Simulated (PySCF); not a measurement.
Cl$_{3}$Si (SMILES Cl[Si](Cl)Cl), doublet, geometry from GFN2-xTB. Base run: B3LYP/pcseg-1 (PySCF).

The PySCF input:
```python
from pyscf import gto, scf, dft

mol = gto.M(
    atom='''
Cl    1.85834472   -0.43964347   -0.16627542
Si    0.00366610   -0.01083797    0.52515717
Cl   -1.31430510   -1.38571251   -0.16365187
Cl   -0.54705876    1.83428137   -0.10255510
''',
    basis='pcseg-1',
    spin=1,
    verbose=4,
)

mf = dft.UKS(mol)
mf.xc = 'b3lyp'
mf.kernel()
mf.analyze()
```

Each row names what was changed in the base input (with any setting that the change needs).

```
change                                                                                                                  ΔE vs base (mEh)  fitting functions  dipole (D)
----------------------------------------------------------------------------------------------------------------------  ----------------  -----------------  ----------
base                                                                                                                               0.000                  -        0.73
auxbasis = default (with mf = mf.density_fit())                                                                                   -0.032                728        0.73
auxbasis = def2-universal-jkfit                                                                                                   -0.034                512        0.73
auxbasis = cc-pvdz-jkfit                                                                                                           0.002                448        0.73
exchange = seminumerical (SGX) (with mf = sgx.sgx_fit(mf, auxbasis='def2-universal-jfit'); with mf.with_df.dfj = True)            -0.283                204        0.73
auxbasis = def2-universal-jfit                                                                                                    1567.0                204        0.73
auxbasis = cc-pvqz-jkfit                                                                                                          -0.005                592        0.73
auxbasis = even-tempered beta=3.0                                                                                                 -3.255                457        0.73
auxbasis = autoaux                                                                                                                 0.017                644        0.74
auxbasis = def2-tzvp-ri                                                                                                          -87.733                452        0.74
```

A fitting set is made for a task (jfit for Coulomb, jkfit for Coulomb and exchange, ri for correlation) and for a family of orbital bases.

Open shells are given as the SCF converged; they aren't shown to be the lowest states, and a large step between rows can be another state.
